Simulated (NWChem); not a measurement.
Molecule: GeH3I; SMILES [GeH3][I]

```xyz
5

Ge     0.0000     0.0000    -1.5026
I      0.0000     0.0000     1.0186
H      1.0341     1.0341    -1.9667
H      0.3785    -1.4126    -1.9667
H     -1.4126     0.3785    -1.9667
```
Atoms are numbered in this order, from 1.

Computed with NWChem. Coordinates come from a PBE0/def2-SVP optimisation. def2 effective core potentials on I; no spin-orbit coupling.

**Question.** Predict the results for Hartree-Fock/def2-SVP (core potentials). Quantities: highest occupied level (eV); orbital gap (eV); dipole (D).

**Answer.** 
```yaml
highest occupied level (eV): -10.05
orbital gap (eV): 12.44
dipole (D): 1.99
```
